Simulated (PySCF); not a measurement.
Isomers of C2H8O3Si2. Computed, not measured: TDDFT B3LYP/def2-SVPD, vertical, gas phase, core orbitals frozen in the response in PySCF. Geometries: GFN2-xTB; one conformer of each isolated species. Triplets are in the Tamm–Dancoff approximation. 'Strongest' means the level of largest summed f among the lowest 8 singlets; it needn't be the same kind of state in each.

Question: Rank by computed HOMO–LUMO gap, lowest first.
A. `C(C([SiH2]O)=O)O[SiH3]`
B. `C=CO[Si@H](O)O[SiH3]`
C. `O(C[SiH2][SiH2]O)C=O`
D. `O=C[SiH2]OCO[SiH3]`
E. `C(C(=O)O[SiH3])[SiH2]O`

Answer: D (4.96 eV), A (5.12 eV), B (6.59 eV), C (6.87 eV), E (7.45 eV).

```json
{"SMILES": "O=C[SiH2]OCO[SiH3]", "gap (eV)": "4.96", "HOMO (eV)": "-6.91", "f (S1)": "0.001", "α (au)": "86.1", "f (strongest)": "0.08", "S1 mainly": "H→L (99%)"}
{"SMILES": "O=C(CO[SiH3])[SiH2]O", "gap (eV)": "5.12", "HOMO (eV)": "-7.05", "f (S1)": "0.001", "α (au)": "87.1", "f (strongest)": "0.02", "S1 mainly": "H→L (96%)"}
{"SMILES": "C=CO[Si@H](O)O[SiH3]", "gap (eV)": "6.59", "HOMO (eV)": "-6.86", "f (S1)": "0.013", "α (au)": "83.5", "f (strongest)": "0.20", "S1 mainly": "H→L (98%)"}
{"SMILES": "O=COC[SiH2][SiH2]O", "gap (eV)": "6.87", "HOMO (eV)": "-7.70", "f (S1)": "0.007", "α (au)": "89.9", "f (strongest)": "0.02", "S1 mainly": "H→L (70%)"}
{"SMILES": "O=C(C[SiH2]O)O[SiH3]", "gap (eV)": "7.45", "HOMO (eV)": "-8.25", "f (S1)": "0.007", "α (au)": "84.9", "f (strongest)": "0.20", "S1 mainly": "H→L (90%)"}
```

H and L stand for HOMO and LUMO.

- `O=C[SiH2]OCO[SiH3]`: Löwdin shares by element: HOMO oxygen 53% or more, carbon 21% or more, silicon 10% or more, hydrogen 10% or more; LUMO carbon 42% or more, oxygen 34% or more, silicon 12% or more, hydrogen 6% or more.
- `O=C(CO[SiH3])[SiH2]O`: Löwdin shares by element: HOMO oxygen 34% or more, carbon 22%, silicon 9% or more (atoms not listed hold the other 35%); LUMO carbon 46%, oxygen 32% or more, silicon 10% or more.
- `C=CO[Si@H](O)O[SiH3]`: Löwdin shares by element: HOMO carbon 66%, oxygen 22% or more; LUMO silicon 36%, oxygen 17% or more, hydrogen 10% or more (atoms not listed hold the other 37%).
- `O=COC[SiH2][SiH2]O`: Löwdin shares by element: HOMO silicon 44%, oxygen 17% or more, hydrogen 12% or more (atoms not listed hold the other 27%); LUMO oxygen 26% or more, carbon 22% or more, silicon 14% or more (atoms not listed hold the other 37%).
- `O=C(C[SiH2]O)O[SiH3]`: Löwdin shares by element: HOMO oxygen 67% or more, carbon 18% (atoms not listed hold the other 15%); LUMO oxygen 36% or more, carbon 32% or more, silicon 9% or more (atoms not listed hold the other 24%).
